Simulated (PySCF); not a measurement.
Electron correlation in O (oxygen, neutral)

[He] 2s2 2p4, high-spin 3P determinant. Calculation: PySCF 2.14, in aug-cc-pVTZ-DK; the spin-free X2C one-electron Hamiltonian (Gaussian nucleus). Frozen: 1s2; 6 electrons correlated.

| level | correlation energy (mhartree) |
| --- | --- |
| CCSD | -162.62 |
| (T) | -3.43 |
| CCSD(T) | -166.05 |

Diagnostics: T1 = 0.0077, D1 = 0.0129, largest double amplitude 0.039.

Is a single reference adequate?

Yes: T1 lies below 0.03 and no double amplitude reaches 0.07.
